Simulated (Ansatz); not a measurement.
Problem. Name a neutral molecule of Ge, Si and H with size of the dipole moment (PBE/def2-TZVPP) between 0.00 and 0.30 D and LUMO energy (PBE/def2-TZVPP) between -1.30 and -1.00 eV (Ansatz, PBE0-D4/def2-TZVP geometry).

Solution. `[SiH3][GeH2][SiH2][SiH2][GeH3]` (0.13 D, -1.23 eV); `[SiH3][SiH2][GeH3]` (0.11 D, -1.01 eV); `[SiH3][SiH2][SiH2][GeH3]` (0.16 D, -1.14 eV); `[SiH3][SiH2][SiH2][SiH2][GeH3]` (0.14 D, -1.23 eV); `[SiH3][SiH2][GeH2][SiH2][SiH3]` (0.06 D, -1.16 eV); `[GeH3][SiH2][SiH2][SiH2][GeH3]` (0.17 D, -1.20 eV). Other molecules can fit too; these were computed, each in one conformer that needn't be the lowest.
